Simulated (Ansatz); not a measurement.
Input for Ansatz (a program for electronic structure): R-revPBE/def2-TZVPP on Cl2Si (SMILES Cl[Si]Cl).

Ansatz 0.2 input:
```yaml
crystal:
  periodic: [false, false, false]
  atoms:
    - {symbol: Si, position_ang: [0.00000000, 0.00000000, -0.88161697]}
    - {symbol: Cl, position_ang: [1.62332556, -0.00000000, 0.44080849]}
    - {symbol: Cl, position_ang: [-1.62332556, 0.00000000, 0.44080849]}
basis:
  gaussian:
    orbitals: def2-TZVPP
hamiltonian:
  xc: {name: revPBE}
scf: {lower_state_search: off}
```

Problem. What total energy does the run end on?

Solution. -1209.7702 hartree.
